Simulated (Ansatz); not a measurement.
`F[SiH2][S][GeH3]` → `F[SiH](S)[GeH3]`  (isomerisation)

Calculated with Ansatz (gas phase, PBE0-D4/def2-TZVP geometries, no zero-point term in ΔE). CCSD(T)/CBS is the MP2 limit (def2-TZVPP, def2-QZVPP) plus CCSD(T) − MP2 in def2-TZVPP, frozen cores. For Ge outer-core shells are correlated without core-valence functions, which leaves a few kJ/mol of doubt a bond. Scalar relativity is left out up to krypton. One conformer a species, not always the lowest.

`F[SiH2][S][GeH3]`:

Z-matrix (Å, degrees):
```
Si
S 1 2.108
F 1 1.600 2 111.5
H 1 1.480 2 111.5 3 -118.3
H 1 1.479 2 106.8 3 118.2
Ge 2 2.236 1 98.9 3 65.4
H 6 1.533 2 109.4 1 -90.5
H 6 1.533 2 105.9 1 150.1
H 6 1.535 2 108.6 1 30.5
```

`F[SiH](S)[GeH3]`:

Z-matrix (Å, degrees):
```
Si
S 1 2.123
Ge 1 2.377 2 111.0
F 1 1.604 2 111.6 3 -120.7
H 1 1.482 2 104.3 3 123.6
H 2 1.344 1 95.0 3 43.3
H 3 1.536 1 111.6 2 -171.2
H 3 1.536 1 109.3 2 67.9
H 3 1.538 1 109.1 2 -50.8
```

```tsv
species	MP2/def2-TZVPP energy (Eh)
`F[SiH2][S][GeH3]`	-2865.17566
`F[SiH](S)[GeH3]`	-2865.15812
```

Task: Work out ΔE.

Result: ΔE = (-2865.15812) − (-2865.17566) = 0.01754 Eh = +46.1 kJ/mol. CCSD(T)/CBS gives +38.4 kJ/mol.

Largest T1 diagnostic among the species: 0.012.

From PBE to PBE0 (25 % exact exchange), in def2-TZVPP and without D4, ΔE moves by +5.2 kJ/mol. In def2-TZVPP, CCSD(T) changes the Hartree–Fock value by −12.0 kJ/mol (the triples alone add −0.2 kJ/mol) and MP2 by −4.9 kJ/mol.
